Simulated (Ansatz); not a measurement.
One geometry of Cd3, several levels of theory.

```yaml
crystal:
  periodic: [false, false, false]
  atoms:
    - {symbol: Cd, position_ang: [-0.342740, -1.010633, -1.255604]}
    - {symbol: Cd, position_ang: [0.760544, 1.434610, -0.280979]}
    - {symbol: Cd, position_ang: [-0.417804, -0.423978, 1.536583]}
basis:
  gaussian: {orbitals: def2-TZVP, initial_orbitals: start.molden}
magnetization: {spin_polarized: true, initial_magnetization: 4}
hamiltonian: {xc: pbe0}
output: {orbitals: {seedname: orbitals}}
```

The file start.molden holds the orbitals of an earlier run on this structure, at another level or in another basis.

```sh
$ ansatz run in.yaml --threads 4 --pin off --events-out ev --progress --plain --max-ram 3916MiB
```

Shortened log:

```
Functional definition: PBE0
1134 factors; integrals over basis functions are off by at most 5.4e-4 eV
mean field evaluation 1: about -13691.1472 eV, gradient 4.5e0 eV
mean field evaluation 2: about -13691.2628 eV, gradient 1.4e-1 eV
mean field evaluation 4: about -13691.7090 eV, gradient 2.6e-3 eV
mean field evaluation 8: about -13691.7090 eV, gradient 3.8e-5 eV
mean field evaluation 16: about -13691.7014 eV, gradient 8.0e-1 eV
mean field evaluation 32: about -13691.1929 eV, gradient 2.7e0 eV
mean field evaluation 64: about -13691.0083 eV, gradient 2.6e-1 eV
mean field evaluation 96: about -13691.0362 eV, gradient 3.0e-1 eV
mean field -13691.70903843 eV, -503.1610265886 hartree, gradient 1.2e-5 eV, S^2 6.004306; 16 other end points of the search recorded, 0 dependent functions left out
reference -13691.70906498 eV, -503.1610275644 hartree; 32, 28 occupied and 88, 92 virtual orbitals, 1134 factors
Total energy: -13691.70906498 eV, -503.1610275644 hartree
```

Hardware: 4 threads of Arm Neoverse V1 on a shared host. Wall time 19 s, peak host memory 0.55 GiB.

First input, but with `hamiltonian: {xc: {name: PBE-QIDH}}`, `scf: {omitted_lower_state_checks: [starts]}` and without the key `output` (abridged; 6 s):

```
Functional definition: PBE-QIDH
mean field -13667.22413706 eV, -502.2612230598 hartree, gradient 3.0e-6 eV, S^2 6.007033
second order -43.50787021 eV of doubles, -0.00000000 eV of singles
Total energy: -13681.72677091 eV, -502.7941850235 hartree
Checks for a lower state left out: starts
```

First input, but with `gaussian: {orbitals: STO-3G}`, `hamiltonian: {xc: hf}`, `scf: {omitted_lower_state_checks: [starts]}` (abridged; 6 s):

```
Functional definition: HF
mean field evaluation 16: about -441765.3207 eV, gradient 1.5e-1 eV
mean field evaluation 32: about -441765.2831 eV, gradient 1.9e-5 eV
mean field -441765.28308234 eV, -16234.5747140123 hartree, gradient 1.1e-6 eV, S^2 6.032069; 1 other end points of the search recorded, 0 dependent functions left out
Total energy: -441765.28308234 eV, -16234.5747140123 hartree
Checks for a lower state left out: starts
```

The first input with `hamiltonian: {xc: lda}`, `scf: {omitted_lower_state_checks: [starts]}` (abridged; 0.9 s):

```
Functional definition: SPW92
mean field -13668.26094906 eV, -502.2993251981 hartree, gradient 1.1e-5 eV, S^2 6.002444
Total energy: -13668.26097698 eV, -502.2993262241 hartree
Checks for a lower state left out: starts
```

First input, but with `hamiltonian: {xc: {text: "exchange = 0.95*pbe_x + 0.05*exact_x\ncorrelation = pbe_c"}}`, `scf: {omitted_lower_state_checks: [starts]}` (abridged; 3.1 s):

```
Functional definition: unnamed
mean field -13692.31696792 eV, -503.1833675852 hartree, gradient 3.4e-5 eV, S^2 6.003576
Total energy: -13692.31700185 eV, -503.1833688323 hartree
Checks for a lower state left out: starts
```

As the first input, with `hamiltonian: {xc: {name: r2SCAN0}}`, `scf: {omitted_lower_state_checks: [starts]}` (abridged; 7 s):

```
Functional definition: r2SCAN0
mean field -13693.98550641 eV, -503.2446852437 hartree, gradient 6.8e-6 eV, S^2 6.006856
Total energy: -13693.98551959 eV, -503.2446857283 hartree
Checks for a lower state left out: starts
```

First input, but with `hamiltonian: {xc: {name: CAM-B3LYP}}`, `scf: {omitted_lower_state_checks: [starts]}` (abridged; 4.7 s):

```
Functional definition: CAM-B3LYP
mean field -13689.16064886 eV, -503.0673749993 hartree, gradient 1.9e-5 eV, S^2 6.003285
Total energy: -13689.16073936 eV, -503.0673783251 hartree
Checks for a lower state left out: starts
```

Geometry: PBE/def2-TZVP.

In the def2 sets Cd takes a core potential, while STO-3G treats all electrons; there is no spin–orbit coupling. Correlated methods freeze no core orbitals; core or outer-core shells of Cd are correlated, in sets that lack core-valence functions. At HF/STO-3G the highest occupied level of the charge 0 quintet lies above zero (up to 0.55 eV). In Hartree–Fock with STO-3G the lack of diffuse functions raises the level. At PBE0/def2-TZVP a singlet of charge 0 lies 4.64 eV below the quintet, each at its own geometry. The structure comes from a short search, and lower isomers may exist.
